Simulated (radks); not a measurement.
Results of a calculation; reference values are marked as such.
Q: Ionisation of Fe11+, [Ne] 3s2 3p3, to Fe12+, [Ne] 3s2 3p2, under several functionals. Non-relativistic Kohn-Sham, spin-polarised, spherical densities, point nucleus; open shells are filled with parallel spins first; a radial shooting solver on a logarithmic mesh with Libxc functionals. The NIST Atomic Spectra Database gives 331 eV (semi-empirical). Rank these functionals by the error of their Delta-SCF ionisation energy: Wu-Cohen GGA; exchange-only PBE; MS2 meta-GGA; B86b exchange with PBE correlation; SOGGA; LDA (Slater exchange, Perdew-Zunger correlation); TASK exchange with Perdew-Wang LDA correlation; PBEsol; HCTH/407; LDA (Slater exchange, Perdew-Wang correlation).

A: From best to worst: HCTH/407 330.05 eV (-0.8); TASK exchange with Perdew-Wang LDA correlation 329.90 eV (-0.9); MS2 meta-GGA 328.88 eV (-1.9); B86b exchange with PBE correlation 328.25 eV (-2.5); Wu-Cohen GGA 328.16 eV (-2.6); PBEsol 327.96 eV (-2.8); LDA (Slater exchange, Perdew-Wang correlation) 327.89 eV (-2.9); SOGGA 327.84 eV (-3.0); LDA (Slater exchange, Perdew-Zunger correlation) 327.80 eV (-3.0); exchange-only PBE 327.00 eV (-3.8). Open shells are spherical and high-spin; term and fine-structure splittings are not resolved.
